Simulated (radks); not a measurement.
Problem. I II, configuration [Kr] 4d10 5s2 5p4. All-electron calculation, Dirac Kohn-Sham, PBE, spin-unpolarised, spherical densities, finite nucleus; open shells fill j = l - 1/2 first; Fermi nuclear charge, rms radius 4.75 fm. Program: a radial shooting solver on a logarithmic mesh with Libxc functionals. Some entries of the table are withheld. Estimate them.

orbital  occ.  eigenvalue (hartree)  <r^2> (bohr^2)
1s1/2       2             -1211.537        0.001005
2s1/2       2             -187.4171         0.01613
2p1/2       2             -175.8686             (1)
2p3/2       4             -164.8905             (2)
3s1/2       2             -38.10352          0.1127
3p1/2       2             -33.32794             (3)
3p3/2       4             -31.26199             (4)
3d3/2       4                   (5)             (6)
3d5/2       6                   (7)             (8)
4s1/2       2              -6.97368          0.6188
4p1/2       2                   (9)          0.6806
4p3/2       4                  (10)          0.7310
4d3/2       4              -2.22642            (11)
4d5/2       6              -2.16338            (12)
5s1/2       2              -0.95931           4.179
5p1/2       2              -0.58917           5.838
5p3/2       2              -0.54741           6.344

Solution. 
(1) 2p1/2 <r^2> (bohr^2): 0.01193
(2) 2p3/2 <r^2> (bohr^2): 0.01322
(3) 3p1/2 <r^2> (bohr^2): 0.1074
(4) 3p3/2 <r^2> (bohr^2): 0.1155
(5) 3d3/2 eigenvalue (hartree): -22.84759
(6) 3d3/2 <r^2> (bohr^2): 0.09722
(7) 3d5/2 eigenvalue (hartree): -22.41318
(8) 3d5/2 <r^2> (bohr^2): 0.09957
(9) 4p1/2 eigenvalue (hartree): -5.30715
(10) 4p3/2 eigenvalue (hartree): -4.90490
(11) 4d3/2 <r^2> (bohr^2): 0.9780
(12) 4d5/2 <r^2> (bohr^2): 1.003
